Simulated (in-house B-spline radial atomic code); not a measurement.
# Tl⁷⁺: [Ne] 3s1 3p6 3d10 4s2 4p6 4d10 4f14 5s2 5p6 5d7 (with a hole in an inner shell)

Method: Dirac-Hartree-Fock, average of configuration, Fermi nucleus of rms radius 5.4759 fm. Calculated with an all-electron radial atomic-structure program (B-spline basis).

Effective charges: Z_r = [3n² - l(l+1)]/(2<r>) from the radius, Z_e = n√(-2ε) from the energy, and Slater's rules. Values are occupation-weighted means over j. An effective charge above Z reflects the relativistic contraction of the inner shells.

| shell | electrons | ε (eV) | <r> (bohr) | Z_r | Z_e | Slater |
| --- | --- | --- | --- | --- | --- | --- |
| 1s | 2 | -86312 | 0.01632 | 91.92 | 79.65 | 80.70 |
| 2s | 2 | -15662 | 0.06805 | 88.17 | 67.86 | 76.85 |
| 2p | 6 | -13640 | 0.06176 | 80.96 | 63.32 | 76.85 |
| 3s | 1 | -3929.9 | 0.1767 | 76.38 | 50.99 | 70.10 |
| 3p | 6 | -3313 | 0.1774 | 70.48 | 46.81 | 70.10 |
| 3d | 10 | -2636.2 | 0.1617 | 64.93 | 41.76 | 60.85 |
| 4s | 2 | -1004.8 | 0.3883 | 61.81 | 34.38 | 54.10 |
| 4p | 6 | -802.05 | 0.4112 | 55.93 | 30.71 | 54.10 |
| 4d | 10 | -543.51 | 0.4326 | 48.54 | 25.28 | 42.85 |
| 4f | 14 | -262.79 | 0.4493 | 40.07 | 17.58 | 31.45 |
| 5s | 2 | -260.2 | 0.8631 | 43.45 | 21.87 | 24.35 |
| 5p | 6 | -198.52 | 0.9614 | 37.97 | 19.10 | 24.35 |
| 5d | 7 | -121.94 | 1.168 | 29.53 | 14.97 | 11.90 |

The least bound orbital is 5d5/2 at -120.7 eV, and it is also the most diffuse (<r> = 1.18 bohr). The part-filled 3s shell lies below the filled 5p shell in orbital energy.

Spin-orbit splittings of the orbital energies (j = l + 1/2 above j = l - 1/2 when positive): 2p 2072 eV, 3p 470 eV, 3d 99.81 eV, 4p 117.5 eV, 4d 22.39 eV, 4f 5.191 eV, 5p 23.13 eV, 5d 3.139 eV.

For the 1s electron the small component carries 9.52 % of the norm, the zero-frequency Breit interaction raises the level by 327.7 eV, self-energy by 212.8 eV, and vacuum polarisation lowers it by 44.72 eV.
